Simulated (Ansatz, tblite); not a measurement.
Cost and result up the ladder for the cluster W4S6⁺ (the lowest doublet isomer of a short search) (10 atoms). The state is a doublet with charge 1. Geometry: r2SCAN-D4/def2-SVP.

```tsv
atom	x (Å)	y (Å)	z (Å)
W1	-0.5455	1.4979	-0.4834
W2	0.6928	0.7864	1.6774
W3	0.5423	-0.7765	-0.4839
W4	-1.2920	-0.6334	1.2742
S5	2.4670	-0.4120	0.8734
S6	-2.7235	0.8918	0.3346
S7	-0.5425	-0.1321	3.4267
S8	0.5954	2.6075	-1.9251
S9	-0.5881	-1.6541	-2.3556
S10	1.3941	-2.1754	-2.3383
```

Ansatz on 4 threads of Arm Neoverse V1 on a shared host; xTB runs through tblite on one thread. Times are rough, summed over both states, and most runs start from the orbitals of an earlier one. No level here is sound enough to serve as a yardstick. The other state is a quartet at its own geometry, which has other bonds, so the gap mixes isomer and spin.

In the def2 sets W takes a core potential; there is no spin–orbit coupling. The xTB rows come from tblite. The structure comes from a short search, and lower isomers may exist.

Run but left out: HF/def2-SVP, MP2/def2-SVP (doublet: ⟨S²⟩ 3.29, where a pure state has 0.75).

xTB has no spin-polarisation term.

```tsv
level	functions	quartet − doublet (eV)	remarks
r2SCAN-D4/def2-TZVP	382	-1.19	–
PBE-D4/def2-TZVP (with forces)	382	-0.93	–
GFN1-xTB	90	-0.48	–
PBE0-D4/def2-TZVP	382	-1.36	spin-contaminated (⟨S²⟩ 0.83) (doublet)
GFN2-xTB	90	0.25	–
```

Task: Estimate how long each takes.

Result: GFN1-xTB 0.057 s; GFN2-xTB 0.13 s; PBE-D4/def2-TZVP (with forces) 79 s; PBE0-D4/def2-TZVP 4.1 min; r2SCAN-D4/def2-TZVP 6 min. On shared hardware such times vary by a factor of up to 3.
